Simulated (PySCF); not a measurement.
Ge(H)2(Br)(Me) (CH₅BrGe), SMILES [CH3][GeH2][Br]. Geometry optimised at PBE-D3(BJ)/def2-SVP.

Method: PBE-D3(BJ)/def2-SVP (PySCF).

Harmonic wavenumbers (cm⁻¹): 126, 141, 291, 428, 591, 591, 673, 815, 832, 842, 1204, 1377, 1385, 2078, 2090, 2988, 3095, 3109. Rotational constants (GHz): 10.39, 1.831, 1.605; symmetry number 1.

**Question.** Work out the zero-point energy and the ideal-gas rigid-rotor harmonic-oscillator thermochemistry at 298.15 K and 1 atm.

**Answer.** ZPE = ½ Σ hcν = ½ × 22655 cm⁻¹ = 32.39 kcal/mol. H − E(el) = 36.49 kcal/mol. Entropy in cal/(mol K): translation 41.29, rotation 26.76, vibration 10.04, total 78.09. G − E(el) = 13.21 kcal/mol. Cp = 20.13 cal/(mol K). Modes under 150 cm⁻¹ make the vibrational entropy uncertain.
